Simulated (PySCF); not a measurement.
**From computed data to an observable: oscillator strength and radiative lifetime**

CH₄O₄Si, SMILES O[SiH](O)C(O)=O.

Coordinates come from a PBE0-D3(BJ)/def2-SVP optimisation. The values are those of a single conformer.

TDA-PBE/def2-SVPD (PySCF) puts the first singlet state with f over 0.02 at 6.26 eV (vertical), with the transition dipole (0.319, -0.013, 0.183) in atomic units.

Find the oscillator strength, the wavelength and the radiative lifetime that this transition would have in vacuum if emission retraced absorption.


|μ|² = 0.1354 au, so |μ| = 0.94 D. ΔE = 6.26/27.211 = 0.2301 hartree. f = (2/3) ΔE |μ|² = 0.021 (the program prints 0.021).
λ = 1239.84/6.26 = 198 nm; ν = 50490 cm⁻¹.
Einstein's coefficient A = 0.6670 ν² f s⁻¹ (ν in cm⁻¹) = 3.5e7 s⁻¹, so τ = 1/A = 28 ns. This state is S4; the lower singlets have f = 0.005, 0.010, 0.003. The figure is the radiative limit of this one transition; relaxation, internal conversion, crossing to triplets and a medium change what is measured.
